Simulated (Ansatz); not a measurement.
Consider the ligand exchange at the Si–F bond: `F[SiH]1BC1` + H₂Se → `[SeH][SiH]1BC1` + H–F.

Gas-phase electronic energies from Ansatz, PBE0-D4/def2-TZVP geometries. CCSD(T)/CBS adds triple-zeta CCSD(T) − MP2 to the extrapolated MP2 energy (def2 sets, frozen cores). This one scheme is used for every species. Functionals use def2-TZVPP. HSE06 is defined as in plane-wave codes. For Se outer-core shells are correlated without core-valence functions, which leaves a few kJ/mol of doubt a bond. Scalar relativity is left out up to krypton. One conformer a species, not always the lowest.

`F[SiH]1BC1`:

Cartesian coordinates in Å:
```
F -0.154 -1.355 -1.752
Si 0.653 -0.415 -0.737
B 0.024 1.207 -0.007
C -0.688 0.090 0.668
H 1.914 -1.148 -0.471
H 0.446 2.229 0.422
H -0.914 0.065 1.733
H -1.281 -0.672 0.143
```

H₂Se:

```xyz
3

Se    0.302    0.524   -0.321
H     0.577   -0.914   -0.218
H    -0.879    0.390    0.539
```

`[SeH][SiH]1BC1`:

```xyz
9

Se   -0.105    2.489    0.823
Si   -0.447    0.547   -0.295
B     0.917   -0.471   -1.109
C     0.423   -1.336   -0.019
H    -1.403    2.418    1.506
H    -1.873    0.177   -0.164
H     2.017   -0.286   -1.514
H    -0.617   -1.629    0.147
H     1.088   -1.911    0.625
```

H–F:

Z-matrix (Å, degrees):
```
F
H 1 0.920
```

```csv
level,ΔE (kJ/mol)
HSE06-D4,34.1
r2SCANh,47.2
HSE06,38.6
MP2/def2-SVP,40.8
```

(1) What does CCSD(T)/CBS give? (Best estimate.)

Largest T1 diagnostic among the species: 0.014.

## Answers

(1) Computed: +41.0 kJ/mol. The listed levels differ from it by -6.9, 6.2, -2.4, -0.2 kJ/mol.

From BLYP to BHLYP (50 % exact exchange), in def2-TZVPP and without D4, ΔE moves by +6.5 kJ/mol. The D4 term adds −8.3 kJ/mol with B3LYP and −4.6 kJ/mol with PBE0; it sums over pairs of atoms, weighted by their polarisabilities, and B3LYP, whose exchange is more repulsive, gets the larger term. At CCSD(T), def2-SVP lies +5.1 kJ/mol from the extrapolated value and def2-TZVPP +2.7 kJ/mol.

B3LYP here is the variant with VWN-RPA as its local correlation; programs differ in this.
